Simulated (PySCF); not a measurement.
**Trend along the 3d metals: MS molecules**

PBE0 with triple-zeta basis sets in PySCF, for the lowest determinant that a PBE0 search found; no spin–orbit coupling. De refers to high-spin ground-configuration atoms. A positive dipole means M(−)S(+).

```tsv
M	basis	state (unpaired electrons)	Re (Å)	ωe (cm⁻¹)	De (eV)	μ (D)
Sc	def2-TZVPP	doublet (σ ↑)	2.119	591	5.02	-5.44
Ti	def2-TZVPP	triplet (σ ↑, δ ↑)	2.068	584	n/a	-5.59
V	x2c-TZVPPall	quartet (σ ↑, δ ↑↑)	2.038	561	n/a	-5.56
Mn	def2-TZVPP	sextet (σ ↑, π ↑↑, δ ↑↑)	2.058	504	3.30	-6.10
Fe	x2c-TZVPPall	quintet (σ ↑, π ↑↑, δ ↑)	2.010	530	n/a	-5.65
Co	def2-TZVPP	quartet (π ↑↑, δ ↑)	1.973	536	n/a	-5.00
Ni	x2c-TZVPPall	triplet (π ↑↑)	1.943	546	n/a	-4.35
Cu	def2-TZVPP	doublet (π ↑)	2.084	394	2.76	-4.32
Zn	def2-TZVPP	singlet (closed shell)	2.056	464	1.45	-5.51
```

The shortest bond is that of NiS (1.943 Å), the longest that of ScS (2.119 Å).

The rows differ in basis set, which adds steps of its own.

The state changes along the series, so neighbouring rows are not always alike in their bonding.

De is left out where the level can put another filling of the metal’s s and d shells below the measured ground configuration, by anything from nothing to about 1 eV. The metal atom is held in its measured ground configuration; semilocal functionals can put another filling of s and d lower by some tenths of an eV, and De to that atom would be smaller.
